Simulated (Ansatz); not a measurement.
Cost and result for the atomization energy of `N[Si]([O])(F)F` radical (7 atoms, 6 bonds).

Charge 0, multiplicity 2. All single points use the PBE0-D4/def2-TZVP geometry. It is one conformer, not always the lowest. Program: Ansatz. All runs use 4 threads of a server CPU on a shared host. Times are those of one run each, without the atoms' runs, and a repeat can differ threefold. Electronic energies, without spin–orbit coupling; frozen cores. CCSD(T)/CBS adds CCSD(T) − MP2 in def2-TZVPP to the MP2 limit, and its time is that of the two runs behind it. T1 = 0.023; ⟨S²⟩ of the reference is 0.76. B3LYP takes the VWN-RPA correlation (the form of Gaussian; ORCA's B3LYP/G). HSE06 is the plane-wave form, built on full-range PBE exchange.

CCSD(T)/CBS is a level of theory with its own doubt, some kJ/mol a heavy atom from the limit and from the frozen cores, so smaller differences don't rank the functionals.

```tsv
level	functions	atomization (kJ/mol)	difference from CCSD(T)/CBS	per bond
B2PLYP/def2-TZVPP	194	2750.4	-35.7	-6.0
MP2/def2-QZVPP	358	2834.1	48.0	8.0
BLYP-D4/def2-TZVPP	194	2822.3	36.2	6.0
CAM-B3LYP-D4/def2-TZVPP	194	2804.6	18.5	3.1
CCSD(T)/CBS(def2)	–	2786.1	0.0	0.0
r2SCANh-D4/def2-TZVPP	194	2764.5	-21.6	-3.6
ωB97X-V/def2-TZVPP	194	2788.4	2.3	0.4
PBE-QIDH/def2-TZVPP	194	2724.3	-61.8	-10.3
CCSD(T)/def2-SVP	84	2484.8	-301.3	-50.2
B3LYP-D4/def2-TZVPP (with forces)	194	2780.8	-5.3	-0.9
HSE06-D4/def2-TZVPP	194	2754.9	-31.2	-5.2
PBE0-D4/def2-TZVPP	194	2752.1	-34.0	-5.7
CCSD(T)/def2-TZVPP	194	2684.2	-101.9	-17.0
```

Q: Order the runs by time, with rough figures. (Estimate.)

A: Computed: BLYP-D4/def2-TZVPP 5.5 s; HSE06-D4/def2-TZVPP 9.5 s; PBE0-D4/def2-TZVPP 10 s; B3LYP-D4/def2-TZVPP (with forces) 12 s; B2PLYP/def2-TZVPP 14 s; PBE-QIDH/def2-TZVPP 14 s; r2SCANh-D4/def2-TZVPP 16 s; CAM-B3LYP-D4/def2-TZVPP 16 s; CCSD(T)/def2-SVP 18 s; ωB97X-V/def2-TZVPP 36 s; MP2/def2-QZVPP 70 s; CCSD(T)/def2-TZVPP 7.9 min; CCSD(T)/CBS(def2) 9.1 min.

In def2-TZVPP, CCSD(T) changes the Hartree–Fock value by +741.6 kJ/mol (the triples alone add +48.0 kJ/mol) and MP2 by +828.6 kJ/mol; breaking electron pairs costs correlation energy, which Hartree–Fock lacks. From PBE to PBE0 (25 % exact exchange), in def2-TZVPP and without D4, the atomization energy moves by −105.2 kJ/mol: exact exchange takes away binding that semilocal exchange gives to molecules. The D4 term adds +21.5 kJ/mol with B3LYP and +11.0 kJ/mol with PBE0; it sums over pairs of atoms, weighted by their polarisabilities, and B3LYP, whose exchange is more repulsive, gets the larger term.
